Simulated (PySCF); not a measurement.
Problem. Write Cartesian coordinates for `FC1=C(F)C(F)=C(F)C=C1` as optimised with PBE0-D3(BJ)/def2-TZVP.

Solution. 
```
atom  x, y, z in Å
F1    -0.0623    2.7027   -0.0281
C2    -0.0648    1.3726   -0.0139
C3    -1.2499    0.6704    0.0347
C4    -1.2269   -0.7166    0.0486
C5    -0.0186   -1.3791    0.0133
F6     0.0299   -2.7085    0.0257
C7     1.1764   -0.6761   -0.0360
F8     2.3352   -1.3141   -0.0704
C9     1.1529    0.7092   -0.0492
F10    2.2887    1.3869   -0.0951
H11   -2.1834    1.2168    0.0614
H12   -2.1416   -1.2933    0.0866
```

Any rigid rotation of these coordinates is as good. Atoms count from 1 in this order. The 10 heavy atoms lie in one plane (0.000 Å rms). The 6-membered ring C2–C3–C4–C5–C7–C9 has internal angles of 119.5° to 120.8°; it is planar, 0.00 Å rms from its mean plane, widest ring torsion 0°.

Bonds between heavy atoms (Å): F1–C2 1.330, C2–C3 1.378, C3–C4 1.387, C4–C5 1.378, C5–F6 1.330, C5–C7 1.387, C7–F8 1.323, C7–C9 1.386, C9–F10 1.323, C2–C9 1.387.

Theory: PySCF 2.14.0, PBE0-D3(BJ)/def2-TZVP geometry optimisation, gas phase.

Point group: C2v (every atom within 0.08 Å of its image). PBE0-D3(BJ)/def2-TZVP frequencies: not computed here.
